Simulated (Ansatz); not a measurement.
C3H4O2Si (`C#C[SiH2]C(=O)O`). The species carries charge 0 and has multiplicity 1. Geometry: relaxed with PBE0-D4/def2-TZVP. It is one conformer, not always the lowest.

```xyz
10

C    -2.212   -1.494   -0.002
C    -1.399   -0.665   -0.326
Si   -0.171    0.582   -0.809
C     1.354    0.607    0.358
O     2.257    1.379    0.170
O     1.343   -0.272    1.369
H    -2.930   -2.228    0.286
H     0.350    0.297   -2.164
H    -0.760    1.939   -0.748
H     2.168   -0.143    1.867
```

(1) What is the dipole moment at r2SCAN/def2-TZVPP? (Best estimate.)

(2) And with PBE, B3LYP, ωB97M-V? (An estimate is asked.)

(3) Give the Mulliken charges with r2SCAN, ωB97M-V, B3LYP in def2-TZVPP. (Estimate.)

Results:

(1) Computed: 2.07 D, with components (-1.14, -1.50, 0.85) D in this frame, pointing from negative to positive charge.

(2) Computed: PBE 1.94 D, B3LYP 2.09 D, ωB97M-V 2.16 D.

(3) Ansatz gave: 
```csv
atom,r2SCAN,ωB97M-V,B3LYP
C1,-0.09,-0.02,0.02
C2,-0.32,-0.37,-0.41
Si3,0.41,0.32,0.37
C4,0.25,0.20,0.21
O5,-0.33,-0.31,-0.30
O6,-0.26,-0.24,-0.25
H7,0.22,0.23,0.25
H8,-0.05,0.00,-0.04
H9,-0.05,0.00,-0.04
H10,0.21,0.19,0.19
```

B3LYP here is the variant with VWN-RPA as its local correlation; programs differ in this.
